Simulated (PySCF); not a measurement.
**Relaxation of triplet TaCl3**

All numbers come from PySCF, UPBE, basis Ta def2-SVP with ECP60, Cl def2-SVP (scalar-relativistic core potentials, no spin–orbit coupling, density fitting). A (50,194) grid was used.

A start at or just off a symmetric point, pushed along the force that breaks its symmetry, of Cs symmetry, free to break it:

Coordinates in bohr (charge 0 multiplicity 3):
```
Ta    0.0535    0.0000    0.0000
Cl    4.2555    0.0000    0.0000
Cl   -2.2663    3.7820    0.0000
Cl   -2.2663   -3.7820    0.0000
```

At each step, columns x, y, z (Å) and Fx, Fy, Fz (eV/Å):

```
step 0  E − E(last) = 7.96 kJ/mol
Ta   0.028   0.000   0.000  -1.303  -0.001   0.000
Cl   2.252   0.000   0.000   1.090   0.000   0.000
Cl  -1.199   2.001   0.000   0.106  -0.441   0.000
Cl  -1.199  -2.001   0.000   0.107   0.442   0.000
step 1  E − E(last) = 3.37 kJ/mol
Ta   0.023   0.000   0.000  -0.246   0.001   0.000
Cl   2.288   0.000   0.000   0.303   0.000   0.000
Cl  -1.215   1.972   0.000  -0.028  -0.231   0.000
Cl  -1.215  -1.972   0.000  -0.029   0.230   0.000
step 2  E − E(last) = 1.53 kJ/mol
Ta   0.035   0.000   0.000   0.272  -0.001   0.000
Cl   2.324   0.000   0.000  -0.061   0.000   0.000
Cl  -1.239   1.932   0.000  -0.105  -0.055   0.000
Cl  -1.239  -1.932   0.000  -0.105   0.056   0.000
step 3  E − E(last) = 0.54 kJ/mol
Ta   0.057   0.000   0.000   0.355   0.000   0.000
Cl   2.358   0.000   0.000  -0.187   0.000   0.000
Cl  -1.267   1.892   0.000  -0.084   0.005   0.000
Cl  -1.267  -1.892   0.000  -0.084  -0.005   0.000
step 4  E − E(last) = 0.07 kJ/mol
Ta   0.081   0.000   0.000   0.170   0.000   0.000
Cl   2.381   0.000   0.000  -0.140   0.000   0.000
Cl  -1.290   1.860   0.000  -0.015   0.004   0.000
Cl  -1.290  -1.860   0.000  -0.015  -0.003   0.000
step 5  E − E(last) = 0.00 kJ/mol
Ta   0.086   0.000   0.000   0.044   0.000   0.000
Cl   2.380   0.000   0.000  -0.045   0.000   0.000
Cl  -1.292   1.856   0.000   0.000   0.001   0.000
Cl  -1.292  -1.856   0.000   0.000  -0.001   0.000
step 6  E − E(last) = 0.00 kJ/mol
Ta   0.086   0.000   0.000   0.002   0.000   0.000
Cl   2.378   0.000   0.000  -0.002   0.000   0.000
Cl  -1.291   1.857   0.000   0.000   0.001   0.000
Cl  -1.291  -1.857   0.000   0.000  -0.001   0.000
```

It ends at C2v with Ta–Cl 2.291 Å, Ta–Cl 2.312 Å (×2); Cl–Ta–Cl 107.7°, Cl–Ta–Cl 126.2° (×2) (after a last refinement on a finer grid). A frequency run shows a minimum. Other isomers or separated fragments may lie lower.

Other spin states or occupations of the open shell can lie lower. With an element this heavy the missing spin–orbit coupling can shift these numbers.

The relaxation took of the order of 50 core-seconds on a shared host.
